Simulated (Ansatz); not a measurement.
Gas-phase electronic energies from Ansatz, PBE0-D4/def2-TZVP geometries. CCSD(T)/CBS adds triple-zeta CCSD(T) − MP2 to the extrapolated MP2 energy (def2 sets, frozen cores). This one scheme is used for every species. Functionals use def2-TZVPP. def2 core potentials past Kr. For W outer-core shells are correlated without core-valence functions, which leaves a few kJ/mol of doubt a bond. Each species was taken in one conformer, which may not be the lowest.

Consider the formal hydrolysis of a W–N bond: `[NH2][W](=[O])([F])=[S]` + H₂O → `[O]=[W]([OH])([F])=[S]` + NH₃.

| level | ΔE (eV) |
| --- | --- |
| PBE0 | -0.19 |
| CCSD/def2-SVP | -0.16 |

(1) What does CCSD(T)/CBS give? (Best estimate.)

Largest T1 diagnostic among the species: 0.023, so the coupled-cluster value is less sure than usual.

Results:

(1) The calculation gave: -0.13 eV. The listed levels differ from it by -0.06, -0.03 eV.

From PBE to PBE0 (25 % exact exchange), in def2-TZVPP and without D4, ΔE moves by +0.03 eV. At CCSD(T), def2-SVP lies −0.04 eV from the extrapolated value and def2-TZVPP −0.02 eV.
